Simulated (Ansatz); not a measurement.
Cost and result for the atomization energy of `C[C](=O)[SnH3]` (10 atoms, 9 bonds).

```xyz
10

C     0.442    0.977    1.174
C     0.465   -0.407    0.594
O     1.029   -1.326    1.121
Sn   -0.598   -0.743   -1.330
H     0.873    1.680    0.454
H    -0.596    1.286    1.333
H     0.995    1.014    2.115
H    -0.408   -2.381   -1.751
H     0.055    0.262   -2.549
H    -2.258   -0.363   -1.161
```

Charge 0, multiplicity 1. Correlated methods include outer-core shells of Sn, which these sets cover unevenly. Sn takes the def2 core potential. All single points use the PBE0-D4/def2-TZVP geometry. Program: Ansatz. All runs use 4 threads of an Arm Neoverse V1 on a shared host. Times are those of one run each, without the atoms' runs, and a repeat can differ threefold. Electronic energies, without spin–orbit coupling; frozen cores. CCSD(T)/CBS adds CCSD(T) − MP2 in def2-TZVPP to the MP2 limit, and its time is that of the two runs behind it. T1 = 0.015. With those shells the extrapolation isn't a true limit. B3LYP takes the VWN-RPA correlation (the form of Gaussian; ORCA's B3LYP/G).

CCSD(T)/CBS is a level of theory with its own doubt, some kJ/mol a heavy atom from the limit and from the frozen cores, so smaller differences don't rank the functionals.

```csv
level,functions,wall time,atomization (kJ/mol),difference from CCSD(T)/CBS,per bond
PBE-D4/def2-TZVPP (with forces),227,2.4 s,3496.4,63.7,7.1
PBE0-D4/def2-TZVPP,227,2.7 s,3419.9,-12.8,-1.4
B3LYP-D4/def2-TZVPP (with forces),227,4.3 s,3422.1,-10.6,-1.2
r2SCAN-D4/def2-TZVPP (with forces),227,5 s,3432.2,-0.5,-0.1
B2PLYP/def2-TZVPP,227,5.5 s,3381.9,-50.8,-5.6
ωB97X-V/def2-TZVPP,227,7.5 s,3440.3,7.6,0.9
ωB97M-V/def2-TZVPP (with forces),227,11 s,3427.6,-5.1,-0.6
MP2/def2-QZVPP,433,26 s,3417.0,-15.7,-1.7
CCSD(T)/def2-TZVPP,227,2.8 min,3349.3,-83.4,-9.3
CCSD(T)/CBS(def2),–,3.2 min,3432.7,0.0,0.0
```

The D4 term adds +29.7 kJ/mol with B3LYP and +15.5 kJ/mol with PBE0; it sums over pairs of atoms, weighted by their polarisabilities, and B3LYP, whose exchange is more repulsive, gets the larger term. From PBE to PBE0 (25 % exact exchange), in def2-TZVPP and without D4, the atomization energy moves by −73.6 kJ/mol: exact exchange takes away binding that semilocal exchange gives to molecules. In def2-TZVPP, CCSD(T) changes the Hartree–Fock value by +928.0 kJ/mol (the triples alone add +58.1 kJ/mol) and MP2 by +946.3 kJ/mol; breaking electron pairs costs correlation energy, which Hartree–Fock lacks.

Spin–orbit coupling would lower the free Sn atoms strongly, and the atomization energy with them, by more than many differences here. For some Ge, Se and Sn compounds the MP2-based and the directly extrapolated limit differ by 10 to 25 kJ/mol.
